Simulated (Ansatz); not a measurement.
C2H4AlCl (`[AlH2]/[CH]=C/Cl`), charge 0, multiplicity 1.

(1) Give a relaxed structure at PBE0-D4/def2-TZVP (the Gaussian-basis code of Ansatz). (Estimate.)

Results:

(1) Ansatz gave: 
Z-matrix (Å, degrees):
```
Al
C 1 1.935
H 1 1.584 2 121.1
H 1 1.586 2 116.6 3 -180.0
C 2 1.330 1 117.8 3 180.0
H 2 1.088 1 124.9 3 -0.0
Cl 5 1.729 2 124.7 1 -180.0
H 5 1.085 2 124.1 1 -0.0
```
Point group Cs.
